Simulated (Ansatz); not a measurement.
(H2Al-mu-NH2)2 (Al2N2H8), relaxed as a singlet with RKS PBE0-D4/def2-SVP in Ansatz, starting from the GFN2-xTB geometry. Force threshold 0.02 eV/Å.

Start:

```xyz
12

Al    0.760    0.377    1.115
H     1.962    1.325    0.886
H     0.355   -0.170    2.504
N     0.820   -1.097   -0.187
Al   -0.764   -0.380   -1.110
H    -1.968   -1.326   -0.890
H    -0.352    0.168   -2.498
N    -0.823    1.095    0.190
H     0.705   -2.031    0.211
H     1.669   -1.146   -0.754
H    -0.688    2.024   -0.215
H    -1.676    1.164    0.748
```

| step | energy (eV) | largest force component (eV/Å) | SCF passes |
| --- | --- | --- | --- |
| 1 | -16291.6634 | 0.620 | 22 |
| 2 | -16291.7334 | 0.192 | 23 |
| 3 | -16291.7401 | 0.021 | 23 |
| 4 | -16291.7403 | 0.018 | 18 |

Force components are those of the run's own axes.

End:

| atom | x (Å) | y (Å) | z (Å) |
| --- | --- | --- | --- |
| Al1 | 0.773 | 0.384 | 1.131 |
| H2 | 2.016 | 1.357 | 0.898 |
| H3 | 0.352 | -0.177 | 2.564 |
| N4 | 0.808 | -1.082 | -0.184 |
| Al5 | -0.775 | -0.386 | -1.130 |
| H6 | -2.019 | -1.357 | -0.900 |
| H7 | -0.350 | 0.176 | -2.561 |
| N8 | -0.809 | 1.081 | 0.185 |
| H9 | 0.686 | -2.013 | 0.217 |
| H10 | 1.656 | -1.125 | -0.750 |
| H11 | -0.681 | 2.010 | -0.218 |
| H12 | -1.658 | 1.131 | 0.749 |

By distances, no bond broke or formed. The bond that changes most is Al1–H3, from 1.55 to 1.60 Å (atoms count from 1).

No frequencies were taken in this run, so the end may be a saddle point.

Hardware: 4 threads of Arm Neoverse V2 on a shared host. Wall time 6.5 s.
